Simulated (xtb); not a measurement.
CsI, charge -1, doublet, at the geometry of the source list (GFN-xTB shapes and energies of metal compounds can be far from the true ones) (a state made from the parent by changing its charge; the spin is typed, not shown lowest). Base run: xtb 6.7.1 with GFN2-xTB.

Here is a job for xtb.
```
$ xtb mol.xyz --gfn 2 --chrg -1 --uhf 1 --json

# file mol.xyz
2

Cs    -1.12140000    -0.79660000    -0.95550000
I      1.12140000     0.79660000     0.95550000
```

Each row names what was changed in the base input (with any setting that the change needs).

```json
[
 {"change": "base", "ΔE vs base (kJ/mol)": "0.00", "G_solv (kcal/mol)": "-", "SCF cycles": "18"},
 {"change": "acc = 0.1", "ΔE vs base (kJ/mol)": "0.00", "G_solv (kcal/mol)": "-", "SCF cycles": "18"},
 {"change": "alpb = benzene", "ΔE vs base (kJ/mol)": "-208.7", "G_solv (kcal/mol)": "-50.44", "SCF cycles": "11"},
 {"change": "acc = 1000", "ΔE vs base (kJ/mol)": "0.00", "G_solv (kcal/mol)": "-", "SCF cycles": "13"},
 {"change": "alpb = ch2cl2", "ΔE vs base (kJ/mol)": "-236.5", "G_solv (kcal/mol)": "-57.31", "SCF cycles": "11"},
 {"change": "alpb = acetonitrile", "ΔE vs base (kJ/mol)": "-243.0", "G_solv (kcal/mol)": "-58.82", "SCF cycles": "10"},
 {"change": "gbsa = acetonitrile", "ΔE vs base (kJ/mol)": "-276.3", "G_solv (kcal/mol)": "-66.79", "SCF cycles": "11"}
]
```

ALPB and GBSA are two models with their own fitted parameters for each solvent, which aren't always the measured dielectric constant.
